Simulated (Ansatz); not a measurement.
`CC1B[SiH2]1`. The species carries charge 0 and has multiplicity 1.

```xyz
11

C     0.2415   -1.5480    0.2084
C    -0.0976   -0.0988    0.4437
B     0.8679    1.0254    0.4898
Si   -0.5521    1.6428   -0.6022
H     0.2014   -2.1038    1.1510
H    -0.4639   -2.0235   -0.4786
H     1.2451   -1.6598   -0.2031
H    -1.1182    0.0288    0.8229
H     2.0554    1.0331    0.4326
H    -1.9601    1.8508   -0.1938
H    -0.4194    1.8530   -2.0706
```

(1) List the harmonic frequencies (cm⁻¹, unscaled) at PBE0-D4/def2-TZVP in Ansatz. (An estimate is asked.)

(2) Is this a minimum?

(3) Give the ideal-gas thermochemistry at 298.15 K and 1 bar (rigid rotor, harmonic oscillator; point group C1, symmetry number 1).

Results:

(1) The calculation gave: 146, 183, 281, 339, 498, 556, 605, 676, 746, 792, 895, 926, 980, 1037, 1067, 1208, 1390, 1396, 1480, 1486, 2207, 2253, 2685, 3038, 3078, 3099, 3137.

(2) Yes, all 27 modes are real.

(3) Zero-point energy 216.4 kJ/mol; H(298) − E = 234.7 kJ/mol; entropy 312.2 J/(mol·K), of which translation 161.8, rotation 105.0, vibration 45.3; G(298) − E = 141.6 kJ/mol.
